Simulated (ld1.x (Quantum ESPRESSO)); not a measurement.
**u(r) = r·R(r): atom against pseudo-atom (Al)**

Columns: radius, all-electron u(r) and pseudo u(r) of the 3s shell (level -11.06 eV) of aluminium in the configuration [Ne] 3s2 3p0.5; PBEsol, scalar-relativistic, ultrasoft scheme, ld1.x (Quantum ESPRESSO) 7.5.

```json
{"r (bohr)": "0.155", "all-electron": "0.0144", "pseudo": "0.0470"}
{"r (bohr)": "0.310", "all-electron": "-0.2543", "pseudo": "0.0966"}
{"r (bohr)": "0.465", "all-electron": "-0.2985", "pseudo": "0.1506"}
{"r (bohr)": "0.620", "all-electron": "-0.1930", "pseudo": "0.2103"}
{"r (bohr)": "0.775", "all-electron": "-0.0280", "pseudo": "0.2757"}
{"r (bohr)": "0.930", "all-electron": "0.1445", "pseudo": "0.3454"}
{"r (bohr)": "1.085", "all-electron": "0.2995", "pseudo": "0.4171"}
{"r (bohr)": "1.240", "all-electron": "0.4275", "pseudo": "0.4872"}
{"r (bohr)": "1.395", "all-electron": "0.5270", "pseudo": "0.5521"}
{"r (bohr)": "1.550", "all-electron": "0.6000", "pseudo": "0.6077"}
{"r (bohr)": "1.705", "all-electron": "0.6494", "pseudo": "0.6505"}
{"r (bohr)": "1.860", "all-electron": "0.6780", "pseudo": "0.6780"}
{"r (bohr)": "2.015", "all-electron": "0.6892", "pseudo": "0.6892"}
{"r (bohr)": "2.170", "all-electron": "0.6863", "pseudo": "0.6863"}
{"r (bohr)": "2.325", "all-electron": "0.6721", "pseudo": "0.6721"}
{"r (bohr)": "2.480", "all-electron": "0.6495", "pseudo": "0.6495"}
{"r (bohr)": "2.635", "all-electron": "0.6207", "pseudo": "0.6207"}
{"r (bohr)": "2.790", "all-electron": "0.5875", "pseudo": "0.5875"}
{"r (bohr)": "2.945", "all-electron": "0.5517", "pseudo": "0.5517"}
{"r (bohr)": "3.100", "all-electron": "0.5144", "pseudo": "0.5144"}
{"r (bohr)": "3.255", "all-electron": "0.4767", "pseudo": "0.4767"}
{"r (bohr)": "3.410", "all-electron": "0.4395", "pseudo": "0.4395"}
{"r (bohr)": "3.565", "all-electron": "0.4032", "pseudo": "0.4032"}
{"r (bohr)": "3.720", "all-electron": "0.3685", "pseudo": "0.3685"}
{"r (bohr)": "3.875", "all-electron": "0.3355", "pseudo": "0.3355"}
{"r (bohr)": "4.030", "all-electron": "0.3046", "pseudo": "0.3046"}
```

Question: How many radial nodes do the two functions have?

Answer: The all-electron 3s function has n − l − 1 = 2; the pseudo-wave has 0, since the states of the same l below it are removed with the core.

Question: At about which radius was the pseudo-wave matched?

Answer: 1.90 bohr, where the columns begin to agree (steps of 0.15 bohr).

Question: Is the pseudo-wave norm-conserving?

Answer: No, it belongs to an ultrasoft set: the norm inside the radius is not constrained, and the difference is carried by the augmentation charge.
